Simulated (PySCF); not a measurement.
A PySCF script (with the pyscf-properties extension) for the NMR shieldings of SMILES CCc1cccnc1, C7H9N, on a GFN2-xTB geometry:

```python
import basis_set_exchange as bse
import numpy as np
from pyscf import gto, dft
from pyscf.prop import nmr

atoms = """
C    -2.299366    0.508761    0.509072
C    -1.405017    0.043263   -0.642242
C    -0.001949   -0.173331   -0.158812
C     0.933161    0.854914   -0.153071
C     2.203967    0.614667    0.341275
C     2.495400   -0.655420    0.814758
N     1.617157   -1.643152    0.819179
C     0.407384   -1.403114    0.348122
H    -3.317155    0.665275    0.159136
H    -2.313735   -0.236209    1.301700
H    -1.927687    1.442927    0.925113
H    -1.411715    0.797332   -1.432611
H    -1.800548   -0.888119   -1.052652
H     0.666051    1.830977   -0.535129
H     2.950234    1.394113    0.357519
H     3.473503   -0.898264    1.208325
H    -0.276684   -2.242590    0.373687
"""
names = dict.fromkeys(["C", "N", "H"], "pcSseg-1")
basis = {el: gto.basis.parse(bse.get_basis(n, elements=[el], fmt="nwchem")) for el, n in names.items()}
mol = gto.M(atom=atoms, basis=basis, charge=0, verbose=0)
mf = dft.RKS(mol, xc="PBE0")
mf.grids.level = 2
mf.grids.alignment = dft.numint.BLKSIZE   # the property module wants whole blocks of grid points
mf.conv_tol = 1e-9
mf.kernel()

calc = nmr.RKS(mf)   # GIAO
C = mf.mo_coeff
Co = C[:, mf.mo_occ > 0]
resp = mf.gen_response(singlet=True, hermi=2)
def vind(x):   # induced exchange potential for any number of trial vectors
    d = np.einsum("pi,xij,qj->xpq", C, 2 * x.reshape(-1, C.shape[1], Co.shape[1]), Co, optimize=True)
    return np.einsum("xpq,pi,qj->xij", resp(d - d.transpose(0, 2, 1)), C, Co, optimize=True).ravel()
mo1, _ = nmr.rhf.solve_mo1(calc, with_cphf=vind)
sigma = calc.kernel(mo1)
for i, s in enumerate(sigma):   # ppm
    print("%2d %-2s %9.2f" % (i, mol.atom_pure_symbol(i), np.trace(s) / 3))
```

Problem. Give the expected output.

Solution. 
```
 0 C     164.44
 1 C     154.86
 2 C      41.40
 3 C      46.03
 4 C      58.67
 5 C      33.75
 6 N     -95.25
 7 C      31.54
 8 H      30.28
 9 H      30.59
10 H      30.62
11 H      29.17
12 H      29.00
13 H      24.00
14 H      24.35
15 H      22.88
16 H      22.86
```

These numbers come from an equivalent density-fitted implementation of the same equations, which agrees with the script to about 0.01 ppm for H and up to a few tenths of a ppm for heavy atoms, so last digits may differ.

Problem. Turn these shieldings into chemical shifts. References, each an isolated molecule treated in the same way: 13C (186.93 ppm), 1H (31.72 ppm) against TMS; 15N (267.73 ppm) vs NH3.

Solution. Averaging equivalent atoms: C 7: 155.4; C 5: 153.2; C 2: 145.5; C 3: 140.9; C 4: 128.3; C 1: 32.1; C 0: 22.5; N 6: 363.0; H 16: 8.85; H 15: 8.83; H 13: 7.72; H 14: 7.37; H 11/12: 2.63; H 8/9/10: 1.22 ppm. Experimental scales use liquid or dissolved standards, which lie at an offset from isolated NH3 (liquid NH3: subtract about 20 ppm). Unscaled 15N shifts of sp2 nitrogen come out 20 to 40 ppm too high even then.

Size and cost of the density-fitted run: 181 basis functions, roughly 24 core-seconds.
